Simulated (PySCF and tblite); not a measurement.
The numbers below are computed, except where a source is named.
C3H10F2Si2, numbered as in [CH3:1][Si:2]([CH3:3])([F:4])[CH2:5][SiH2:6][F:7].

Free energies: PBE0-D3(BJ)/def2-SVP (IEF-PCM, water) on GFN2-xTB structures plus GFN2-xTB thermal terms, symmetry and mirror images included. Conformers within 2 kcal/mol (GFN2-xTB free energy) were kept, 10 at most. GIAO shieldings: B97-2/pcSseg-1 (IEF-PCM, water). Shifts are against TMS (¹H), TMS (¹³C), TMS (²⁹Si) at the same level. (PySCF 2.14, tblite 0.8.)

(1) Predict the averaged NMR shifts at 298.15 K.

(2) How do the conformers differ?

Unscaled ²⁹Si shifts at such levels can be off by tens of ppm; differences between conformers or isomers are more reliable. Shifts are unscaled: against experiment ¹³C can be off by 15 ppm or more and ¹H by 0.8 ppm.

Answers

(1) ¹H: 5.15 (H6, 2H), 0.55 (H5, 2H), 0.36 (H1/H3, 6H) ppm. ¹³C: 7.0 (C5), 2.1 (C1/C3) ppm. ²⁹Si: 38.5 (Si2), 7.3 (Si6) ppm.

(2) Torsions listed: F4–Si2–C5–Si6, Si2–C5–Si6–F7. Of a mirror pair one member is shown.
```json
{"conformer": "1", "shape": "171°, 49°", "weight %": "45.5"}
{"conformer": "2", "shape": "-58°, -64°", "weight %": "18.2"}
{"conformer": "3", "shape": "-85°, 45°", "weight %": "14.4"}
{"conformer": "4", "shape": "-49°, -178°", "weight %": "11.8"}
{"conformer": "5", "shape": "180°, 180°", "weight %": "10.0"}
```

| signal | 1 | 2 | 3 | 4 | 5 | average |
| --- | --- | --- | --- | --- | --- | --- |
| H1/H3 | 0.39 | 0.37 | 0.39 | 0.31 | 0.25 | 0.36 |
| H5 | 0.58 | 0.29 | 0.38 | 0.74 | 0.98 | 0.55 |
| H6 | 5.12 | 5.21 | 5.16 | 5.22 | 5.04 | 5.15 |
| C1/C3 | 1.8 | 2.3 | 2.1 | 2.2 | 2.2 | 2.1 |
| C5 | 7.2 | 5.6 | 5.7 | 8.1 | 9.7 | 7.0 |
| Si2 | 39.2 | 38.4 | 37.1 | 39.1 | 36.6 | 38.5 |
| Si6 | 7.2 | 7.1 | 6.5 | 8.9 | 7.6 | 7.3 |


Conformer gaps in def2-SVP on xTB geometries can be 2 kcal/mol too large for S=O, P=O and other polar bonds.